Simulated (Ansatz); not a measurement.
cis-Zr(PH3)2Cl4 (ZrP₂H₆Cl₄). Charge 0, multiplicity 1. Geometry PBE-D4/def2-SVP; atoms count from 1.

| atom | x (Å) | y (Å) | z (Å) |
| --- | --- | --- | --- |
| Cl1 | 2.408 | 0.396 | -2.372 |
| Cl2 | -0.503 | 2.815 | -1.844 |
| Cl3 | 1.510 | 1.603 | 0.980 |
| Cl4 | -1.042 | -0.815 | -2.014 |
| P5 | -1.708 | 0.859 | 0.768 |
| P6 | 1.259 | -1.615 | 0.224 |
| Zr7 | 0.479 | 0.807 | -1.060 |
| H8 | -1.849 | 1.961 | 1.668 |
| H9 | -1.835 | -0.189 | 1.736 |
| H10 | -3.047 | 0.813 | 0.268 |
| H11 | 0.464 | -2.124 | 1.301 |
| H12 | 2.527 | -1.687 | 0.880 |
| H13 | 1.337 | -2.824 | -0.535 |

In the def2 sets Zr takes a core potential; there is no spin–orbit coupling.

Question: Estimate the Mulliken populations from the PBE0/def2-TZVP orbitals of Ansatz.

Answer: 
```csv
atom,charge (e),d electrons
Cl1,-0.35,–
Cl2,-0.35,–
Cl3,-0.37,–
Cl4,-0.37,–
P5,-0.13,–
P6,-0.13,–
Zr7,0.98,2.01
H8,0.13,–
H9,0.11,–
H10,0.13,–
H11,0.11,–
H12,0.13,–
H13,0.13,–
```
Mulliken values depend strongly on the basis.

Question: And the Mayer bond orders between heavy atoms (over 0.3)?

Answer: Cl1–Zr7 1.06 (2.37 Å); Cl2–Zr7 1.06 (2.37 Å); Cl3–Zr7 0.97 (2.42 Å); Cl4–Zr7 0.97 (2.42 Å); P5–Zr7 0.45 (2.85 Å); P6–Zr7 0.45 (2.85 Å).
